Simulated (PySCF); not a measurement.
Compound: WO(OMe)3, C₃H₉O₄W (doublet state).
Cartesian coordinates in Å at the PBE0-D3(BJ)/def2-SVP level; atoms count from 1:
```
atom  x, y, z in Å
W1    -0.1854   -0.0372    1.0223
O2     0.4257   -0.1574    2.6076
O3     1.3017    0.0130   -0.1829
C4     2.3098   -0.9532   -0.2867
H5     3.0724   -0.8125    0.4993
H6     2.8022   -0.8570   -1.2687
H7     1.9168   -1.9843   -0.2019
O8    -0.4977    1.7669    0.5146
C9     0.1985    2.7103   -0.2537
H10    0.5822    3.5137    0.3978
H11   -0.4886    3.1619   -0.9884
H12    1.0446    2.2462   -0.7871
O13   -1.6133   -1.1923    0.6595
C14   -2.5330   -1.7386   -0.2360
H15   -3.2944   -2.3086    0.3196
H16   -2.0304   -2.4230   -0.9399
H17   -3.0398   -0.9483   -0.8152
```

The calculation used PBE0-D3(BJ)/def2-SVP geometry optimisation, gas phase, def2 core potentials past Kr in PySCF 2.14.0.

Masses are those of the commonest isotopes; rigid-rotor values at the optimised geometry. The values belong to one conformer.

Question: What are A, B and C (GHz)?

Answer: Ia = 334.24, Ib = 455.43, Ic = 520.38 u·Å²; 505379 MHz·u·Å²/I gives 1512, 1110 and 971.2 MHz, that is A = 1.5120, B = 1.1097, C = 0.9712 GHz.

Question: What kind of rotor is it?

Answer: An asymmetric top; Ray's κ = -0.488.

Question: Is it planar, by Δ = Ic − Ia − Ib?

Answer: Not planar: Δ = Ic − Ia − Ib = -269.29 u·Å². For a rigid frame Δ = −2 Σ m c², so Σ m c² = 134.64 u·Å² lies off the ab plane: 17.32 from hydrogen and 117.32 from heavier atoms. The atom farthest from that plane is 2.00 Å away.

Question: Give the other two planar moments, Paa and Pbb, and the rms extents of the mass along the axes.

Answer: Paa = Σ m a² = (Ib + Ic − Ia)/2 = 320.79 and Pbb = Σ m b² = (Ia + Ic − Ib)/2 = 199.59 u·Å². With the mass M = 293.00 u, the rms extents √(P/M) along a, b and c are 1.05, 0.83, 0.68 Å.

Question: List the rotational levels J(Ka,Kc) to J = 4 (MHz).

Answer: Above 0(0,0):
J = 1: 1(0,1) 2081, 1(1,1) 2483, 1(1,0) 2622
J = 2: 2(0,2) 6213, 2(1,2) 6506, 2(1,1) 6922, 2(2,1) 8129, 2(2,0) 8159
J = 3: 3(0,3) 12343, 3(1,3) 12524, 3(1,2) 13351, 3(2,2) 14372, 3(2,1) 14513, 3(3,1) 16747, 3(3,0) 16751
J = 4: 4(0,4) 20425, 4(1,4) 20521, 4(1,3) 21877, 4(2,3) 22671, 4(2,2) 23054, 4(3,2) 25120, 4(3,1) 25148, 4(4,1) 28378, 4(4,0) 28378
The levels of one J sum to (2J + 1)J(J + 1)(A + B + C)/3.

Question: Which lines would a microwave search look for?

Answer: The dipole components are |μa| = 1.16 D, |μb| = 0.43 D, |μc| = 3.75 D. Intensities carry the squares of the components, which stand as 0.10 : 0.01 : 1.00 (a : b : c). Some lines, for components of 0.1 D or more:

| type | branch | J(Ka,Kc) | MHz | lower level (cm⁻¹) |
| --- | --- | --- | --- | --- |
| c | Q | 4(2,3) ← 4(1,3) | 794 | 0.730 |
| b | Q | 3(2,2) ← 3(1,3) | 1847 | 0.418 |
| b | Q | 4(2,3) ← 4(1,4) | 2150 | 0.685 |
| b | Q | 4(4,1) ← 4(3,2) | 3258 | 0.838 |
| c | R | 2(2,0) ← 1(1,0) | 5537 | 0.087 |
| a | R | 3(2,2) ← 2(2,1) | 6243 | 0.271 |
| c | R | 3(2,2) ← 2(1,2) | 7865 | 0.217 |
| a | R | 4(1,4) ← 3(1,3) | 7997 | 0.418 |
| a | R | 4(0,4) ← 3(0,3) | 8082 | 0.412 |
| c | R | 3(3,1) ← 2(2,1) | 8618 | 0.271 |
| c | R | 4(4,0) ← 3(3,0) | 11628 | 0.559 |

Question: Estimate the classical rotational partition function at 10 K, 25 K and 100 K.

Answer: Point group C1, symmetry number σ = 1; q = (√π/σ)·√((kT/h)³/(ABC)), k/h = 20836.6 MHz/K: 4180 at 10 K, 16500 at 25 K, 132000 at 100 K.

For this open shell read J as N, the rotation without spin; fine and hyperfine splittings come on top. No PBE0-D3(BJ)/def2-SVP frequencies stand behind this structure, so it isn't proved a minimum. ⟨S²⟩ = 0.754 (exact for a doublet: 0.75). These are rigid-rotor constants of the computed structure; measured ground-state constants (B0) also hold zero-point vibration. A rigid rotor knows nothing of internal rotation, which can split or shift real lines.
